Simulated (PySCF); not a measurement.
CrF4, SMILES [F][Cr]([F])([F])[F] (connectivity only; charge and spin as stated), neutral, multiplicity 3.

The structure is a stationary point at r2SCAN-D4/def2-SVP. The spin state was assumed, not searched.

The numbers are results of TDA-PBE/def2-SVPD (PySCF 2.14.0), not measurements.

Vertical excitations; the highest root listed may be one member of a degenerate set. 

Computed lowest excited states:
```csv
state,energy (eV),λ (nm),f,main pairs
root 1,1.67,741,0.000,"α HOMO→LUMO, α HOMO−1→LUMO, α HOMO−1→LUMO+2 (degenerate set)"
root 2,1.67,741,0.000,"α HOMO−1→LUMO+1, α HOMO→LUMO+1 (degenerate set)"
root 3,1.67,741,0.000,"α HOMO→LUMO+2, α HOMO−1→LUMO+2, α HOMO−1→LUMO (degenerate set)"
root 4,2.03,612,0.002,"α HOMO−1→LUMO, α HOMO→LUMO, α HOMO→LUMO+2 (degenerate set)"
root 5,2.03,612,0.002,"α HOMO→LUMO+1, α HOMO−1→LUMO+1 (degenerate set)"
root 6,2.03,612,0.002,"α HOMO−1→LUMO+2, α HOMO→LUMO, α HOMO→LUMO+2 (degenerate set)"
root 7,5.38,230,0.000,"α HOMO−3→LUMO, α HOMO−2→LUMO+1, β HOMO→LUMO+1 (degenerate set)"
root 8,5.38,230,0.000,"α HOMO−4→LUMO+1, α HOMO−3→LUMO+2, β HOMO−2→LUMO+1 (degenerate set)"
root 9,5.38,230,0.000,"α HOMO−4→LUMO, α HOMO−2→LUMO+2, β HOMO−1→LUMO (degenerate set)"
root 10,5.43,228,0.000,"α HOMO−2→LUMO+1 40 %, α HOMO−3→LUMO 40 %"
```
Unrestricted roots are not spin-pure.
